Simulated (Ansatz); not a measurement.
Two structures of SiH3O2F, closed shell, reached by relaxing down either side of one saddle point (PBE0-D4/def2-TZVP). Energies are electronic, without zero-point energy. Program: Ansatz 0.2.0. Basis: def2-TZVPP and def2-QZVPP. Cores are frozen in the correlated methods. Extrapolation: Hartree–Fock as exp(−7.88 √X), correlation as X^−2.97. First:

```
atom    x (Å)    y (Å)    z (Å)
 Si1   0.9721  -0.4348   0.7743
  F2   1.2331  -0.9006  -0.7847
  H3  -1.1899  -0.9311  -0.7057
  O4  -1.2093  -0.6912   0.2291
  O5   0.8296   1.2101   0.5519
  H6  -1.5720   0.2013   0.2788
  H7   0.9365   1.5462  -0.3438
```

Second:

```xyz
7
angstrom
Si 0.9724 0.1034 0.9918
F -0.5530 -2.5266 -1.4644
H -0.3714 -1.7342 -0.9971
O -0.1366 -0.2320 -0.2189
O 0.7364 1.6904 1.3394
H -0.7448 0.4230 -0.5764
H 0.0970 2.2759 0.9256
```

Question: Which bonds change from the first to the second?

Answer: SiHOF ([OH][Si][F]) + H₂O → SiH₂O₂ ([OH][Si][OH]) + HF; bonds formed: Si1–O4, F2–H3; bonds broken: Si1–F2, H3–O4.

Question: Give the saddle point's structure and its height above each. (To be estimated.)

Answer: The calculation gives: 22.98 kcal/mol above the first and 13.40 kcal/mol above the second (CCSD(T) at an estimated basis limit (MP2 extrapolated from triple and quadruple zeta, plus CCSD(T) − MP2 in triple zeta)).
```xyz
7
angstrom
Si 0.6734 -0.3963 0.9227
F 0.6679 -1.0689 -1.0155
H -0.3733 -0.9162 -0.7169
O -1.0425 -0.5839 0.3153
O 0.9578 1.1823 0.5382
H -1.5798 0.2126 0.2573
H 0.6966 1.5704 -0.3012
```

The search had been set up for a 1,1-elimination (forming F2–H3, breaking Si1–F2, Si1–H3); from that guess it ended on this step instead.

T1 diagnostic: at most 0.014.

Labels in which every atom is bracketed show which atoms are joined, not bond orders.

For scale, one of the runs: CCSD(T)/def2-TZVPP, 177 basis functions, launched by `ansatz run in.yaml --threads 2 --pin off --events-out ev --progress --plain --max-ram 4352MiB`. Hardware: 2 CPU threads of an Intel Xeon 6975P-C, shared host. Wall time 26 s; peak host memory 1.8 GiB.
